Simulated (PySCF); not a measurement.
# Property card for SiHPh3 (`[H][Si](c1ccccc1)(c1ccccc1)c1ccccc1`)

Compound: SiHPh3, C₁₈H₁₆Si.
Cartesian coordinates in Å at the PBE0-D3(BJ)/def2-SVP level; atoms count from 1:
```xyz
35
C18H16Si angstrom
Si    -0.0040   -0.0012    1.0647
H     -0.0006    0.0125    2.5631
C      1.7719    0.0489    0.4480
C      2.1714    0.9581   -0.5418
C      3.4824    0.9680   -1.0179
C      4.4159    0.0666   -0.5098
C      4.0366   -0.8442    0.4767
C      2.7266   -0.8502    0.9504
H      1.4466    1.6714   -0.9449
H      3.7766    1.6843   -1.7892
H      5.4436    0.0741   -0.8816
H      4.7667   -1.5505    0.8798
H      2.4438   -1.5697    1.7256
C     -0.9405    1.5076    0.4504
C     -1.7353    1.4433   -0.7039
C     -2.3832    2.5775   -1.1924
C     -2.2474    3.7967   -0.5303
C     -1.4631    3.8792    0.6204
C     -0.8168    2.7435    1.1043
H     -1.8539    0.4891   -1.2261
H     -2.9991    2.5088   -2.0925
H     -2.7564    4.6861   -0.9102
H     -1.3576    4.8328    1.1439
H     -0.2056    2.8216    2.0088
C     -0.8497   -1.5654    0.4494
C     -0.2181   -2.4426   -0.4437
C     -0.8735   -3.5809   -0.9141
C     -2.1735   -3.8605   -0.4977
C     -2.8182   -2.9975    0.3896
C     -2.1607   -1.8620    0.8566
H      0.8020   -2.2327   -0.7779
H     -0.3654   -4.2530   -1.6100
H     -2.6874   -4.7523   -0.8651
H     -3.8382   -3.2121    0.7182
H     -2.6808   -1.1919    1.5487
```

**PBE0-D3(BJ)/def2-SVP geometry optimisation, gas phase (PySCF)**

- Point group: C1
- Rotational constants A, B, C: 0.339, 0.335, 0.191 GHz

B3LYP/pcSseg-1 ground state and GIAO shieldings, non-relativistic (PySCF):

- Dipole moment: 0.81 D
- HOMO energy: -6.93 eV
- LUMO energy: -0.88 eV
- HOMO–LUMO gap: 6.05 eV
- 13C chemical shifts (computed TMS as zero) by class: 143.2 (C4/C8/C15/C19/C26/C30), 140.4 (C3/C14/C25), 135.8 (C6/C17/C28), 133.8 (C5/C7/C16/C18/C27/C29) ppm
- 1H chemical shifts (computed TMS as zero) by class: 7.39 (H9/H13/H20/H24/H31/H35), 7.38 (H11/H22/H33), 7.34 (H10/H12/H21/H23/H32/H34), 5.77 (H2) ppm
- Isotropic shieldings of nuclei other than C and H, by class: 359 (Si1) ppm

Monoisotopic mass from the formula: 260.1021 u.

With B = h/(8π²I), that is 505.379 GHz u Å² over I, the principal moments of inertia are 1490.7, 1509.8 and 2648.9 u Å² (most abundant isotopes). The dipole matches unit charges of opposite sign 0.17 Å apart (1 e·Å = 4.8032 D). A dipole of 0.81 D is allowed in C1, and pure rotational transitions are dipole-allowed. The rotational constants make it an asymmetric top with κ = (2B − A − C)/(A − C) = 0.9, nearer the oblate limit (+1).

One conformer (not necessarily the lowest) at the PBE0-D3(BJ)/def2-SVP geometry, without solvent or vibrations. NMR classes are plain means over equivalent atoms (diastereotopic ones count apart unless rotation or inversion swaps them), as if these changed places fast; in this geometry the members of some classes differ.

Dipole moments in a basis without diffuse functions can be off by tens of per cent, above all for small hydrides.
